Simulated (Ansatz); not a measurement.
Born–Oppenheimer molecular dynamics of BH6NOSi (10 atoms, charge 0, multiplicity 1). It starts from a relaxed structure.

Computed with RKS B3LYP/STO-3G (Ansatz 0.2.0).

```yaml
ensemble: NVT, Nosé–Hoover chain
time_step: 0.5 fs
steps_asked: 150
set_temperature: 700 K
thermostat: time constant 20 fs, chain length 3
seed: 5652
```

First frame:

```xyz
10
Properties=species:S:1:pos:R:3
B -0.140 1.728 0.065
N -0.106 0.473 0.655
Si -0.309 -1.103 -0.148
O 1.173 -1.945 -0.231
H -0.333 1.812 -1.088
H 0.023 2.689 0.715
H 0.080 0.433 1.682
H -1.168 -1.934 0.664
H -0.887 -0.813 -1.444
H 1.751 -1.391 -0.867
```

Q: What does the run give?

A: All steps were run.

| Property | Result |
| --- | --- |
| steps done | 150 |
| time covered | 75 fs |
| mean temperature over the second half | 672 K |
| spread of the potential energy over the second half | 13.7 meV per atom |
| mean potential energy of the second half above the start | 70.4 meV per atom |

The conserved energy stayed within 0.65 meV per atom of its start (net change 0.29 meV per atom), so the integration is sound. A run of 0.075 ps of so small a system gives no equilibrium averages. Limits of this set-up: minimal basis.

Q: What happens to the structure?

A: The same pairs are bonded in the first frame and the last. Pairs count as bonded within 1.25 times the sum of covalent radii (0.12 Å more for H–H). Another seed would give other details.

Q: How do temperature and energy run in time?

A: 
| time (fs) | T (K) | potential energy less start (eV) | conserved less start (meV/atom) |
| --- | --- | --- | --- |
| 0 | 700 | 0.000 | 0.00 |
| 6.5 | 192 | 0.536 | 0.22 |
| 13 | 561 | 0.221 | 0.08 |
| 19.5 | 396 | 0.487 | 0.26 |
| 26 | 438 | 0.581 | 0.30 |
| 32.5 | 660 | 0.443 | 0.16 |
| 39 | 503 | 0.677 | 0.23 |
| 45.5 | 717 | 0.532 | 0.19 |
| 52 | 744 | 0.579 | 0.25 |
| 58.5 | 584 | 0.831 | 0.49 |
| 65 | 812 | 0.671 | 0.47 |
| 71.5 | 633 | 0.913 | 0.45 |

Run time: 4 min on 1 thread of Arm Neoverse V1, on a shared host, peak memory 0.078 GiB.
